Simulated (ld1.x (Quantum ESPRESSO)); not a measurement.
# u(r) = r·R(r): atom against pseudo-atom (silver (Ag))

Columns: radius, all-electron u(r) and pseudo u(r) of the 4d shell (level -43.72 eV) of silver in the configuration [Kr] 4d8 5s0 5p0; PBEsol, scalar-relativistic, TM scheme, ld1.x (Quantum ESPRESSO) 7.5.

| r (bohr) | all-electron | pseudo |
| --- | --- | --- |
| 0.123 | 0.3201 | -0.0103 |
| 0.245 | 0.4816 | -0.0746 |
| 0.368 | 0.2043 | -0.2193 |
| 0.490 | -0.2002 | -0.4240 |
| 0.613 | -0.5511 | -0.6420 |
| 0.735 | -0.7873 | -0.8179 |
| 0.858 | -0.9168 | -0.9261 |
| 0.980 | -0.9623 | -0.9650 |
| 1.103 | -0.9516 | -0.9521 |
| 1.225 | -0.9062 | -0.9062 |
| 1.348 | -0.8409 | -0.8409 |
| 1.470 | -0.7669 | -0.7669 |
| 1.593 | -0.6896 | -0.6896 |
| 1.715 | -0.6142 | -0.6142 |
| 1.838 | -0.5421 | -0.5421 |
| 1.960 | -0.4756 | -0.4756 |
| 2.083 | -0.4146 | -0.4146 |
| 2.205 | -0.3601 | -0.3601 |
| 2.328 | -0.3111 | -0.3111 |
| 2.450 | -0.2682 | -0.2682 |
| 2.573 | -0.2302 | -0.2302 |
| 2.695 | -0.1973 | -0.1973 |
| 2.818 | -0.1685 | -0.1685 |
| 2.940 | -0.1438 | -0.1438 |
| 3.063 | -0.1223 | -0.1223 |
| 3.185 | -0.1039 | -0.1039 |

How many radial nodes do the two functions have?

The all-electron 4d function has n − l − 1 = 1; the pseudo-wave has 0, since the states of the same l below it are removed with the core.

At about which radius was the pseudo-wave matched?

1.35 bohr. The columns agree to 0.0005 from 1.10 bohr on; several derivatives are matched, so the curves merge somewhat inside the radius.

Is the pseudo-wave norm-conserving?

Yes: the TM scheme keeps the norm inside the radius equal to the all-electron one, which fixes the energy derivative of the logarithmic derivative at the level.
